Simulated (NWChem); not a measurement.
## Basis-set convergence for HClOSi

```xyz
4

Si    -0.7803    -0.4490     0.0000
Cl     0.4326     1.2796     0.0000
O      0.4367    -1.6175     0.0000
H      0.0763    -2.5261     0.0000
```
Charge 0, spin multiplicity 1.

The numbers come from NWChem runs, not from measurements. All single points use one geometry, from PBE/def2-SVP, a minimum by its harmonic frequencies. It is one conformer; others weren't searched.

Quantity: dipole moment at the level PBE0.

The Pople sets run with spherical d functions. The structure started from a generated list of species.

```json
[
 {"basis": "3-21G", "functions": "37", "dipole moment (D)": "3.95"},
 {"basis": "def2-SVP", "functions": "55", "dipole moment (D)": "2.67"},
 {"basis": "6-31+G*", "functions": "64", "dipole moment (D)": "3.07"},
 {"basis": "def2-SVPD", "functions": "82", "dipole moment (D)": "2.62"},
 {"basis": "6-311++G**", "functions": "89", "dipole moment (D)": "3.00"},
 {"basis": "def2-TZVP", "functions": "111", "dipole moment (D)": "2.60"},
 {"basis": "pcseg-2", "functions": "112", "dipole moment (D)": "2.79"},
 {"basis": "cc-pVTZ", "functions": "112", "dipole moment (D)": "2.61"},
 {"basis": "def2-TZVPP", "functions": "129", "dipole moment (D)": "2.56"},
 {"basis": "def2-QZVP", "functions": "227", "dipole moment (D)": "2.55"}
]
```

Smallest basis within 0.1 D of def2-QZVP, the largest set run: def2-SVPD, with 82 functions against 227 and about 1 % of the time (also within reach: def2-TZVP, cc-pVTZ, def2-TZVPP). def2-QZVP isn't the basis-set limit itself, and a small set can land close by cancellation.
